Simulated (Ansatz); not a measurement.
Input file for Ansatz (a program for electronic structure): R-PBE0/def2-TZVPP on SbN, 2S+1 = 1, a spin state set in the input, which need not be the lowest, a point of a bond scan (R = 1.811 Å). Elements past Kr take the def2 small-core potentials; no spin–orbit coupling.

Ansatz 0.2 input:
```yaml
crystal:
  periodic: [false, false, false]
  atoms:
    - {symbol: N, position_ang: [0.00000000, 0.00000000, 0.00000000]}
    - {symbol: Sb, position_ang: [0.00000000, 0.00000000, 1.81119500]}
basis:
  gaussian:
    orbitals: def2-TZVPP
    pivot_positions_ang: [[0.00000000, 0.00000000, 0.00000000], [0.00000000, 0.00000000, 1.81119500]]
hamiltonian:
  xc: {name: PBE0}
output: {forces: true, orbitals: {seedname: ./end}}
```

The head of its log:

```
WARN ansatz: RAYON_NUM_THREADS=1 ignored (pool sized by the plan → 1); use --threads N
Functional definition: PBE0
integrals: 0.02 GiB planned
596 factors; their error is unknown
mean field: 0.19 GiB planned
mean field evaluation 1: about -8005.3085 eV, gradient 8.8e1 eV
mean field evaluation 2: about -7876.8495 eV, gradient 1.8e2 eV
```

Problem. Give the final energy of this run.

Solution. -294.8824 hartree.
